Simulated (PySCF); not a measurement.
# Computed records: C2H7AlB

Computed with PySCF 2.14.0. Calculation on a computer-drawn molecule: optimised geometry and harmonic frequencies of an isolated molecule of the commonest isotopes, restricted reference for singlets and unrestricted otherwise, frozen core in MP2.

## C2H7AlB

Start structure:
```xyz
11
C2H7AlB
B     -2.0061    -1.4266    -0.0638
C     -1.0323    -0.6991     0.8853
C     -1.5539     0.2555     1.9404
Al     0.1984     0.5391    -0.1617
H     -1.7522    -2.3864    -0.6480
H     -3.0649    -0.8832    -0.2726
H     -0.3785    -1.3991     1.3813
H     -0.7666     0.8658     2.3698
H     -2.2530     0.9206     1.5167
H     -2.0409    -0.2422     2.7937
H      0.5618     0.4443    -1.7153
```

It was run with charge 0, multiplicity 2, method HF and basis cc-pV(D+d)Z.

The calculation gives: rotational constants 7.952, 4.358, 3.063 GHz; total energy -346.3667 hartree; spin squared 0.7544; convergence status largest gradient component 2.371e-05 hartree/bohr.

Drawn bonds:
```
atom  other atom  order
   1           2      1
   2           3      1
   2           4      1
   1           5      1
   1           6      1
   2           7      1
   3           8      1
   3           9      1
   3          10      1
   4          11      1
```

Optimised structure:
```xyz
11
C2H7AlB
B     -2.0144    -1.2857    -0.0756
C     -1.0466    -0.5288     0.8450
C     -1.6107     0.2601     2.0394
Al     0.0948     0.5828    -0.3936
H     -1.6241    -2.1737    -0.7890
H     -3.1720    -0.9560    -0.1589
H     -0.2056    -1.1812     1.1458
H     -0.8627     0.8927     2.5252
H     -2.4306     0.9097     1.7246
H     -2.0075    -0.4120     2.8054
H      0.7911    -0.1192    -1.6426
```

Modes:
```
frequency (cm⁻¹)  reduced mass (dalton)
           120.7                  1.065
           183.6                  1.163
           203.7                  2.616
             231                  2.208
           324.3                  1.786
           405.9                  1.371
           507.7                  2.497
           632.5                  1.337
           810.3                  1.172
           886.9                  2.333
           970.1                  1.231
            1049                  1.396
            1137                  1.464
            1173                  1.793
            1183                  1.746
            1321                  1.196
            1428                  1.754
            1524                   1.21
            1590                  1.046
            1609                  1.043
            1920                  1.044
            2636                  1.056
            2699                  1.124
            3071                   1.08
            3164                  1.037
            3220                  1.103
            3241                  1.102
```
